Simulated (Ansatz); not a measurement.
Computed with Ansatz on PBE0-D4/def2-TZVP structures; ΔE is electronic, products minus reactants. CBS: MP2 limit from def2 TZ/QZ plus the TZ coupled-cluster correction, frozen cores. DFT in def2-TZVPP. B3LYP here is the variant with VWN-RPA as its local correlation; programs differ in this. For Mg outer-core shells are correlated without core-valence functions, which leaves a few kJ/mol of doubt a bond. One conformer a species, not always the lowest.

Consider the redistribution: `[MgH2]` + `CO[Si](S)(Cl)OC` → `C[O][MgH]` + `CO[SiH](S)Cl`.

```csv
level,ΔE (kJ/mol),difference from CCSD(T)/CBS
PBE-D4,-3.5,3.9
PBE0-D4,0.7,8.1
B3LYP-D4,0.7,8.1
ωB97X-V,1.7,9.1
PBE,-12.4,-5.0
SCS-MP2/def2-TZVPP,-6.1,1.3
CCSD/def2-TZVPP,-1.5,5.9
CCSD(T)/def2-TZVPP,-0.1,7.3
SCS-MP2/def2-QZVPP,-10.9,-3.5
HF/CBS(def2),-1.3,6.1
CCSD(T)/CBS,-7.4,0
```

Largest T1 diagnostic among the species: 0.011.

From PBE to PBE0 (25 % exact exchange), in def2-TZVPP and without D4, ΔE moves by +5.2 kJ/mol. The D4 term adds +14.1 kJ/mol with B3LYP and +8.0 kJ/mol with PBE0; it sums over pairs of atoms, weighted by their polarisabilities, and B3LYP, whose exchange is more repulsive, gets the larger term.
